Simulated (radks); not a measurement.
Excited configurations of the molybdenum ion Mo3+: one electron is placed in a higher orbital outside [Kr] 4d2. The ground configuration is [Kr] 4d3. All-electron calculation, scalar-relativistic Kohn-Sham, SCAN, spin-polarised, spherical densities, finite nucleus; open shells are filled with parallel spins first (spin-orbit coupling, left out, can overturn this in heavy ions); meta-GGA in the generalised Kohn-Sham scheme; Fermi nuclear charge, rms radius 4.4091 fm. Program: a radial shooting solver on a logarithmic mesh with Libxc functionals. Excitation = E - E(ground); binding = E(ion) - E, where the ion is the core of charge +4; n* = 4/sqrt(2 binding) in atomic units, and the quantum defect is n - n*.

outer orbital,excitation (eV),binding (eV),n*,eigenvalue (eV)
4f,25.348,15.073,3.800,-12.377
5p,14.229,26.192,2.883,-23.262
5d,22.870,17.551,3.522,-15.279
5f,30.450,9.971,4.672,-8.580
6p,26.082,14.339,3.896,-12.838
6d,29.808,10.613,4.529,-9.424
6f,33.505,6.916,5.610,-6.087
7d,33.274,7.147,5.519,-6.402
7f,35.372,5.049,6.566,-4.499

The Delta-SCF ionisation energy is 40.421 eV (NIST Atomic Spectra Database: 40.3 eV, semi-empirical). Self-interaction in the functional shifts the binding energies and quantum defects, so they are the method's values and not measured ones. Open shells are spherical and high-spin; term and fine-structure splittings are not resolved.
